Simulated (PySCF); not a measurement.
# Assigning NMR signals

Geometry:
```
atom   x (Å)   y (Å)   z (Å)
  O1   1.271   1.015   1.643
  C2   1.584   0.967   0.488
  C3   0.780   0.314  -0.616
  F4   1.507   0.491  -1.792
  C5   0.604  -1.194  -0.386
  C6  -0.432  -1.448   0.712
  O7  -1.663  -0.834   0.416
  C8  -1.535   0.565   0.335
  C9  -0.592   0.978  -0.798
 H10   2.524   1.413   0.115
 H11   1.559  -1.649  -0.121
 H12   0.257  -1.629  -1.327
 H13  -0.640  -2.517   0.791
 H14  -0.048  -1.083   1.675
 H15  -2.539   0.949   0.148
 H16  -1.167   0.966   1.290
 H17  -0.484   2.064  -0.828
 H18  -0.995   0.639  -1.755
```

[PySCF: GFN2-xTB geometry; shieldings: GIAO PBE0/pcSseg-1; one conformer; rapidly exchanging positions averaged; relativity neglected; in vacuum]

References, each an isolated molecule treated in the same way: TMS for 13C and 1H.

Question: Assign these signals to the numbered atoms. 13C{1H} NMR (computed): δ 216.5, 96.4, 65.9, 37.4.

Answer: 
| δ (ppm) | atoms | environment | reason |
| --- | --- | --- | --- |
| 216.5 | C2 | aldehyde carbonyl carbon | low-lying n→π* states of the double bond to the heteroatom give a large paramagnetic term (-278 ppm) |
| 96.4 | C3 | fully substituted sp3 carbon bonded to F, α to a carbonyl | pulled downfield by the heteroatom |
| 65.9 | C6/C8 | sp3 CH2 bonded to O | pulled downfield by the heteroatom |
| 37.4 | C5/C9 | sp3 CH2 in a ring | aliphatic region, no heteroatom directly attached |

Question: Assign these signals to the numbered atoms. 1H NMR (500 MHz, computed): δ 10.60 (m, 1H), 4.17 (m, 2H), 4.01 (m, 2H), 1.93 (m, 2H), 1.71 (m, 2H).

Answer: 
10.60 → H10, hydrogen on an aldehyde carbonyl carbon: the C=O anisotropy and electron withdrawal place aldehyde protons far downfield
4.17 → H14/H16, hydrogen on an sp3 CH2 bonded to O: its carbon carries O, hence the downfield position
4.01 → H13/H15, hydrogen on an sp3 CH2 bonded to O
1.93 → H12/H18, hydrogen on an sp3 CH2 in a ring
1.71 → H11/H17, hydrogen on an sp3 CH2 in a ring

Splittings by 19F in the carbon and heteronuclear signals aren't shown, as no couplings were computed. Shifts are as computed. Against solution values, carbons near 30 ppm lie about +3 ppm off and those near 130 ppm about +5 ppm. Of 1211 compounds with measured shifts, 218 miss one by over three times the rms of a fit or turn the order of signals round; such compounds aren't used in these exercises. Multiplicities follow the n + 1 count of equivalent neighbours, as no J values were calculated; m marks all less simple cases, F and P coupling included.
